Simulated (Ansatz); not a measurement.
`[CH3][Al]([Br])[Br]`, 7 atoms. The species carries charge 0 and has multiplicity 1. Correlated methods include outer-core shells of Br, which these sets cover unevenly. Scalar relativity is left out up to krypton. All runs use 4 threads of a server CPU on a shared host. Correlated methods freeze the cores.

How many basis functions does each run have, and how long does it take in Ansatz? RKS PBE-QIDH (frozen core)/def2-TZVPP energy; RKS PBE0-D4/def2-TZVP frequencies; RKS B2PLYP (frozen core)/def2-TZVPP energy; RKS PBE0-D4/def2-QZVPP energy; RHF-CCSD(T)/def2-SVP energy; RKS PBE0-D4/def2-SVP energy; RKS PBE0-D4/def2-TZVP relaxation (4 steps); RKS revPBE-D4/def2-TZVPP energy; RHF-CCSD(T)/def2-TZVPP energy; direct RPA on PBE orbitals/def2-TZVPP energy; RHF-MP2/def2-QZVPP energy; RKS BLYP-D4/def2-TZVPP energy. (Estimate.)

Ansatz gave: Other jobs shared the machine, so times are rough.

```tsv
level	job	functions	wall time	peak host memory (GiB)
RKS PBE0-D4/def2-SVP	energy	111	1.4 s	0.27
RKS BLYP-D4/def2-TZVPP	energy	211	1.6 s	0.3
RKS revPBE-D4/def2-TZVPP	energy	211	1.6 s	0.3
direct RPA on PBE orbitals/def2-TZVPP	energy	211	3.6 s	0.45
RKS PBE-QIDH (frozen core)/def2-TZVPP	energy	211	4.3 s	0.56
RKS B2PLYP (frozen core)/def2-TZVPP	energy	211	4.6 s	0.56
RHF-CCSD(T)/def2-SVP	energy	111	6 s	0.51
RKS PBE0-D4/def2-QZVPP	energy	395	8.5 s	1.8
RHF-MP2/def2-QZVPP	energy	395	16 s	1.9
RKS PBE0-D4/def2-TZVP	relaxation (4 steps)	182	17 s	0.6
RHF-CCSD(T)/def2-TZVPP	energy	211	79 s	2.9
RKS PBE0-D4/def2-TZVP	frequencies	182	110 s	0.61
```
